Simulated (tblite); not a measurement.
Run record: tight-binding relaxation, `Cc1cn([SiH2][SeH])c(C)n1`.

Computed with GFN2-xTB geometry optimisation, gas phase (tblite 0.8.0). Start geometry: from a force field or distance geometry. The command runs a driver script over a list of jobs; the input below is this job's line of settings and its coordinates in Å.

Command:
```bash
OMP_NUM_THREADS=1 python probes_run.py task.json out
```

Input:
```
{"job": {"kind": "relax", "xc": "GFN2-xTB", "basis": "xTB"}, "charge": 0, "multiplicity": 1}
C      3.056300     0.628600    -0.503000
C      1.661000     0.137500    -0.251400
C      0.752700     0.714700     0.600400
N     -0.397700     0.025000     0.495700
Si    -1.944600     0.413700     1.332500
Se    -3.273400     1.593600    -0.109200
C     -0.151800    -0.950200    -0.407200
C     -1.157800    -1.950500    -0.859100
N      1.112400    -0.913400    -0.887500
H      3.686300    -0.202600    -0.852000
H      3.480800     1.047800     0.427800
H      3.011200     1.420100    -1.277300
H      0.882400     1.599700     1.221400
H     -2.623800    -0.824400     1.719300
H     -1.673500     1.235300     2.522600
H     -2.172100     2.657400    -0.252100
H     -1.536500    -2.532300     0.009000
H     -0.708300    -2.662100    -1.592800
H     -2.013400    -1.428800    -1.344700
```

Task: What does the run print?

Result: 
```
step      E/eV     max force
  0    -724.20794    2.622
  1    -724.41979    1.034
  2    -724.46844    0.548
  3    -724.49212    0.319
  4    -724.49806    0.197
  5    -724.50563    0.179
  6    -724.51082    0.218
  7    -724.51891    0.201
  8    -724.52406    0.189
  9    -724.52847    0.219
... (114 lines left out)
124    -724.57294    0.017
125    -724.57301    0.019
126    -724.57307    0.019
127    -724.57312    0.019
128    -724.57318    0.020
129    -724.57325    0.018
130    -724.57333    0.020
131    -724.57337    0.011
132    -724.57338    0.010
133    -724.57339    0.007
```

«max force» is the largest atomic force in eV/Å.

Task: From which step on does the largest force stay under 0.1 eV/Å, and how much energy is left to gain from there?

Result: From step 50 (0.075 eV/Å), 17.3 meV above the end.

Summary of the converged run: energy lowered by 8.4 kcal/mol over 133 steps; largest atomic force 0.007 eV/Å at the end.

Task: Where do the atoms end?

Result: 0.387 Å rms from the input after alignment:
```
atom  x, y, z in Å
C1     3.1040    0.5594   -0.4546
C2     1.6801    0.2231   -0.1948
C3     0.8235    0.7378    0.7250
N4    -0.3925    0.0966    0.5618
Si5   -1.8448    0.3927    1.4736
Se6   -3.4091    1.3339    0.0975
C7    -0.1888   -0.7888   -0.4726
C8    -1.2494   -1.6937   -0.9732
N9     1.0221   -0.7311   -0.9312
H10    3.7159   -0.3380   -0.3871
H11    3.4542    1.2929    0.2671
H12    3.2144    0.9623   -1.4602
H13    0.9551    1.4920    1.4731
H14   -2.3847   -0.8792    1.9370
H15   -1.4807    1.3205    2.5360
H16   -2.4889    1.8015   -0.9013
H17   -1.5745   -2.3731   -0.1861
H18   -0.8505   -2.2724   -1.8006
H19   -2.1152   -1.1273   -1.3170
```

On one thread, Arm Neoverse N1 (aarch64), on a shared host, this took 2.2 s of wall time.
Labels such as C1 count atoms from 1, the log's own numbers from 0.
